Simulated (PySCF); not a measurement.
Computed with PySCF with PBE-D3(BJ)/def2-TZVP // PBE0-D3(BJ)/def2-SVP. Gas-phase values, no solvent. One relaxed conformer stands for a flexible species; it need not be the lowest. Excitations are Tamm–Dancoff values on a coarser integration grid. The basis has no diffuse functions, so Rydberg states are missing or too high.

Reference species (SMILES): `[I][Ga]([I])[I]` (neutral, multiplicity 1).

```json
{
 "HOMO": "-6.64 eV",
 "S1–T1 gap (TDA)": "0.28 eV",
 "S1 excitation (TDA)": "3.48 eV",
 "S1 oscillator strength": "0.000"
}
```

Changed species: `C[N]([Ga]([I])[I])C` (C–N–Ga–I torsion 0°) (2 of 3 N(CH3)2 replaced by I; the reference has 3 of 3 N(CH3)2 replaced by I).

Task: Give the shifts of the HOMO, S1–T1 gap (TDA), S1 excitation (TDA) and S1 oscillator strength.

Result: the HOMO rises by 1.10 eV, to -5.54 eV; the S1–T1 gap (TDA) hardly moves; the S1 excitation (TDA) falls by 0.21 eV, to 3.27 eV; the S1 oscillator strength is nearly the same.
